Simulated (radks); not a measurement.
Results of a calculation; reference values are marked as such.
Spherical quantum dot in the effective-mass picture: electrons in a hard-walled sphere of radius 10.4, with a point charge +1 (a donor) at the centre, all in effective atomic units (hartree* = m*/eps^2 hartree, bohr* = eps/m* bohr), one dielectric constant everywhere. Level of theory: non-relativistic Kohn-Sham, LDA (Slater exchange, Perdew-Wang correlation), spin-polarised, spherical densities (a radial shooting solver with Libxc functionals). Levels are named by radial order and angular momentum (1s, 1p, 1d, 2s, ...), and open shells are averaged over m. Results are scaled to m* = 0.175 and eps = 6.4, for which hartree* = 116.3 meV and bohr* = 1.935 nm.

N = 23, configuration 1s2 1p6 1d10 2s(up 1, down 0) 1f(up 4, down 0). This is the lowest configuration that the search found (a dilute case). Occupied and some empty levels:

level,occupation,eigenvalue (meV),<r> (nm)
1s up,1,290.48,13.88
1s down,1,292.36,15.23
1p up,3,292.82,15.44
2s up,1,294.02,4.660
1p down,3,294.42,15.41
1d up,5,296.71,15.60
1d down,5,298.33,15.58
1f up,4,302.36,15.77
1f down,0,304.00,15.75
1g up,0,309.66,15.93
2s down,0,310.30,4.841
1g down,0,311.32,15.92
2p up,0,326.71,10.02
2p down,0,328.44,10.39
2d up,0,337.60,11.59
2d down,0,338.68,11.64

Energy (meV): total 3327.23, kinetic 603.57, external -436.69, Hartree 3641.2, exchange-correlation -480.86.

Electron density:

r (nm),n(r) (e/nm^3)
1.11,0.01287
2.11,0.004626
3.11,0.001707
4.11,0.0006524
5.11,0.0002634
6.11,0.0001236
7.11,0.00008278
8.11,0.00009039
9.11,0.0001335
10.1,0.0002159
11.1,0.0003479
12.1,0.0005397
13.1,0.0007880
14.1,0.001062
15.1,0.001281
16.1,0.001328
17.1,0.001104
18.1,0.0006480
19.1,0.0001897
20.1,4.199e-07
